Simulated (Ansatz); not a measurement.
H11HfNO3Si3, SMILES `[NH2][Hf]([O][SiH3])([O][SiH3])[O][SiH3]`. The species carries charge 0 and has multiplicity 1. Hf: def2 effective core potential. The structure was optimised at the PBE0-D4/def2-TZVP level. It is one conformer, not always the lowest.

```xyz
19

N     2.505   -0.373   -0.252
Hf    0.505   -0.055   -0.076
O    -0.336   -0.629   -1.734
Si   -1.114   -1.078   -3.097
O     0.235    1.833    0.313
Si   -0.068    3.405    0.633
O    -0.233   -1.105    1.395
Si   -0.675   -2.048    2.648
H     2.941   -1.088   -0.816
H     3.229    0.148    0.222
H    -1.792    0.095   -3.709
H    -2.132   -2.116   -2.784
H    -0.141   -1.636   -4.072
H    -0.846    4.012   -0.479
H     1.214    4.144    0.786
H    -0.848    3.528    1.893
H    -0.400   -3.477    2.339
H    -2.129   -1.889    2.919
H     0.084   -1.669    3.871
```

Question: What is the dipole moment at B3LYP/def2-TZVPP? (An estimate is asked.)

Answer: Ansatz gave: 1.38 D, with components (1.34, -0.04, -0.33) D in this frame, pointing from negative to positive charge.

Question: And with PBE, r2SCAN, ωB97M-V? (Best estimate.)

Answer: Ansatz gave: PBE 1.43 D, r2SCAN 1.44 D, ωB97M-V 1.38 D.

Question: Give the Mulliken charges with B3LYP, r2SCAN, ωB97M-V in def2-TZVPP. (An estimate is asked.)

Answer: Computed: 
```json
{"atom": "N1", "B3LYP": "-0.44", "r2SCAN": "-0.51", "ωB97M-V": "-0.39"}
{"atom": "Hf2", "B3LYP": "1.02", "r2SCAN": "1.13", "ωB97M-V": "0.97"}
{"atom": "O3", "B3LYP": "-0.41", "r2SCAN": "-0.45", "ωB97M-V": "-0.41"}
{"atom": "Si4", "B3LYP": "0.36", "r2SCAN": "0.39", "ωB97M-V": "0.26"}
{"atom": "O5", "B3LYP": "-0.41", "r2SCAN": "-0.45", "ωB97M-V": "-0.41"}
{"atom": "Si6", "B3LYP": "0.36", "r2SCAN": "0.39", "ωB97M-V": "0.26"}
{"atom": "O7", "B3LYP": "-0.42", "r2SCAN": "-0.46", "ωB97M-V": "-0.42"}
{"atom": "Si8", "B3LYP": "0.37", "r2SCAN": "0.40", "ωB97M-V": "0.27"}
{"atom": "H9", "B3LYP": "0.13", "r2SCAN": "0.16", "ωB97M-V": "0.11"}
{"atom": "H10", "B3LYP": "0.13", "r2SCAN": "0.16", "ωB97M-V": "0.11"}
{"atom": "H11", "B3LYP": "-0.07", "r2SCAN": "-0.08", "ωB97M-V": "-0.04"}
{"atom": "H12", "B3LYP": "-0.07", "r2SCAN": "-0.08", "ωB97M-V": "-0.04"}
{"atom": "H13", "B3LYP": "-0.08", "r2SCAN": "-0.08", "ωB97M-V": "-0.04"}
{"atom": "H14", "B3LYP": "-0.07", "r2SCAN": "-0.08", "ωB97M-V": "-0.04"}
{"atom": "H15", "B3LYP": "-0.08", "r2SCAN": "-0.08", "ωB97M-V": "-0.04"}
{"atom": "H16", "B3LYP": "-0.07", "r2SCAN": "-0.08", "ωB97M-V": "-0.04"}
{"atom": "H17", "B3LYP": "-0.08", "r2SCAN": "-0.09", "ωB97M-V": "-0.05"}
{"atom": "H18", "B3LYP": "-0.08", "r2SCAN": "-0.09", "ωB97M-V": "-0.04"}
{"atom": "H19", "B3LYP": "-0.08", "r2SCAN": "-0.09", "ωB97M-V": "-0.05"}
```

B3LYP here is the variant with VWN-RPA as its local correlation; programs differ in this.
